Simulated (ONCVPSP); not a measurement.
# helium (He): ONCV pseudisation with PBEsol, scalar-relativistic reference atom.

ONCVPSP 4.0.1 input, shortened (lines: element, Z, core and valence counts, functional; n l f; lmax; l rc ep ncon nbas qcut; lloc lpopt rc5 dvloc0; l nproj debl; icmod fcfact rcfact), PBEsol, scalar-relativistic:

```
  He 2.00    0    1  -116133      upf
    1    0    2.00
    1
    0    0.80    0.00    4    7   14.70
    1    0.75    0.44    4    7   12.40
    4    5    0.55    1.00
    0    2    3.80
    1    2    2.50
    0    0.00    0.00
```

- Cutoffs needed: 59 Ha and 77 Ha (the cutoffs (Ha) at which the residual kinetic energy of the hardest occupied pseudo-wave falls to 1 and 0.1 mHa per electron)
- Ghost test: ghosts flagged at negative energy: s at -13.8 eV; no localised positive-energy state flagged; a true bound ghost makes a file unfit for plane-wave use
- Largest excitation error: +16 meV (all-electron minus pseudo) for 1s1, out of 2 test configurations
